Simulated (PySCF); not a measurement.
Cl2H8N2Si3, SMILES [SiH3]N[Si](Cl)(Cl)N[SiH3]. Geometry optimised at PBE-D3(BJ)/def2-SVP. The values are those of a single conformer.

Computed equilibrium geometry at PBE-D3(BJ)/def2-SVP (PySCF confirms it by a frequency run) as a Z-matrix (one conformer of several):
```
N
H 1 1.0258
Si 1 1.7239 2 115.61
N 3 1.7196 1 108.61 2 59.03
H 4 1.0238 3 118.57 1 -158.02
Si 4 1.7667 5 117.82 3 176.77
Si 1 1.7718 2 115.32 3 -171.81
H 7 1.5011 1 111.44 2 -124.44
H 6 1.5023 4 111.24 5 -128.16
H 7 1.5026 8 108.93 1 124.71
H 6 1.5029 9 109.90 4 -117.79
H 7 1.5035 8 109.43 10 119.27
H 6 1.5061 9 108.22 11 -118.50
Cl 3 2.0785 4 107.89 5 -32.87
Cl 3 2.0830 4 114.31 5 85.62
```
Charge 0, spin multiplicity 1.
